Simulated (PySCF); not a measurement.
Radial density of Zr+ (zirconium, charge +1)

r2SCAN, [Kr] 4d2 5s1, high-spin 4F determinant. Computed with PySCF 2.14 in def2-SVP with the def2 core potential (28 electrons), with a scalar-relativistic core potential. This is the valence pseudo-density: the core potential removes the inner electrons and smooths the orbitals near the nucleus.

| r (bohr) | 4πr²ρ (e/bohr) | 4πr²(ρα − ρβ) |
| --- | --- | --- |
| 0.0393 | 1.565e-05 | 0.0000 |
| 0.0661 | 4.179e-05 | 0.0000 |
| 0.111 | 0.0001058 | 0.0000 |
| 0.187 | 0.0004934 | 0.0001 |
| 0.314 | 0.01712 | 0.0022 |
| 0.529 | 0.6450 | 0.0466 |
| 0.889 | 6.452 | 0.4524 |
| 1.50 | 6.654 | 1.0067 |
| 2.52 | 1.443 | 0.9598 |
| 4.23 | 0.3244 | 0.3221 |
| 7.12 | 0.008402 | 0.0084 |

Energies and moments cover only the electrons outside the core potential.
